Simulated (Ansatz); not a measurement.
Relaxation of K₅⁺ with RKS PBE/def2-SVP.

```sh
$ ansatz run in.yaml --threads 4 --pin off --events-out ev --progress --plain --max-ram 4787MiB
```

```yaml
crystal:
  periodic: [false, false, false]
  atoms:
    - {symbol: K, position_ang: [3.803380, -0.186050, -2.415140]}
    - {symbol: K, position_ang: [-1.048790, 1.983810, 3.304070]}
    - {symbol: K, position_ang: [-0.236860, 0.383890, -0.330330]}
    - {symbol: K, position_ang: [1.444220, -2.838770, -2.255030]}
    - {symbol: K, position_ang: [-3.961940, 0.657130, 1.696440]}
basis:
  gaussian: {orbitals: def2-SVP}
total_charge: 1
hamiltonian: {xc: pbe}
scf: {lower_state_search: "off"}
output: {orbitals: {seedname: orbitals}}
relax: {f_tol: 0.02, max_steps: 100}
```

It took 15 s on 4 threads of Arm Neoverse V1 on a shared host.

Positions (Å) and forces (eV/Å) at steps 1, 2, 3, 4, 7, 9 of 9:

```xyz
5
step=1 energy=-81579.8705 eV
K     3.803   -0.186   -2.415    0.299    0.340   -0.025
K    -1.049    1.984    3.304    0.314    0.228    0.353
K    -0.237    0.384   -0.330    0.063    0.038   -0.129
K     1.444   -2.839   -2.255   -0.238   -0.456   -0.049
K    -3.962    0.657    1.696   -0.438   -0.149   -0.150
5
step=2 energy=-81579.9542 eV
K     3.830   -0.168   -2.431    0.250    0.295   -0.019
K    -1.041    2.015    3.356    0.257    0.188    0.292
K    -0.227    0.392   -0.338    0.053    0.032   -0.105
K     1.449   -2.893   -2.280   -0.204   -0.392   -0.041
K    -4.011    0.654    1.693   -0.356   -0.123   -0.127
5
step=3 energy=-81580.1435 eV
K     3.901   -0.056   -2.443    0.090    0.121   -0.006
K    -0.969    2.100    3.498    0.091    0.079    0.130
K    -0.196    0.413   -0.372    0.029    0.018   -0.048
K     1.403   -3.079   -2.327   -0.071   -0.174   -0.026
K    -4.140    0.623    1.644   -0.139   -0.044   -0.050
5
step=4 energy=-81580.1959 eV
K     3.920    0.024   -2.459    0.020    0.029   -0.006
K    -0.954    2.179    3.651    0.013    0.014    0.024
K    -0.147    0.437   -0.412    0.000   -0.001    0.002
K     1.415   -3.265   -2.398   -0.013   -0.039   -0.007
K    -4.234    0.626    1.618   -0.019   -0.003   -0.013
5
step=7 energy=-81580.2014 eV
K     3.889    0.099   -2.551   -0.009   -0.006   -0.002
K    -0.993    2.223    3.756   -0.007   -0.003   -0.005
K    -0.102    0.327   -0.301    0.004   -0.007    0.006
K     1.471   -3.368   -2.455    0.006    0.009    0.000
K    -4.266    0.719    1.551    0.006    0.006    0.001
5
step=9 energy=-81580.2039 eV
K     3.795    0.172   -2.677   -0.014   -0.010    0.003
K    -1.062    2.252    3.837   -0.006   -0.007   -0.011
K    -0.021    0.136   -0.106    0.001   -0.003    0.003
K     1.564   -3.429   -2.513    0.006    0.016    0.003
K    -4.276    0.869    1.460    0.014    0.004    0.002
```

The restricted singlet is unstable towards broken spin symmetry in Hartree–Fock (as tested in another run); at PBE/def2-SVP this wasn't settled. The structure comes from a short search, and lower isomers may exist.
